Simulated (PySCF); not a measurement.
A small calculation by hand: oscillator strength and radiative lifetime

Al(H)(OH)(PH2) (AlH₄OP), SMILES [OH][AlH][PH2].

Coordinates come from a PBE0-D3(BJ)/def2-TZVP optimisation. One conformer was computed; it need not be the lowest.

TDA-M06-2X/def2-SVPD (PySCF) puts the first singlet state with f over 0.02 at 6.18 eV (vertical), with the transition dipole (0.134, 0.449, -0.737) in atomic units.

Find the oscillator strength, the wavelength and the radiative lifetime that this transition would have in vacuum if emission retraced absorption.


|μ|² = 0.7627 au, so |μ| = 2.22 D. ΔE = 6.18/27.211 = 0.2271 hartree. f = (2/3) ΔE |μ|² = 0.115 (the program prints 0.115).
λ = 1239.84/6.18 = 201 nm; ν = 49845 cm⁻¹.
Einstein's coefficient A = 0.6670 ν² f s⁻¹ (ν in cm⁻¹) = 1.9e8 s⁻¹, so τ = 1/A = 5.2 ns. This state is S3; the lower singlets have f = 0.016, 0.008. The figure is the radiative limit of this one transition; relaxation, internal conversion, crossing to triplets and a medium change what is measured.
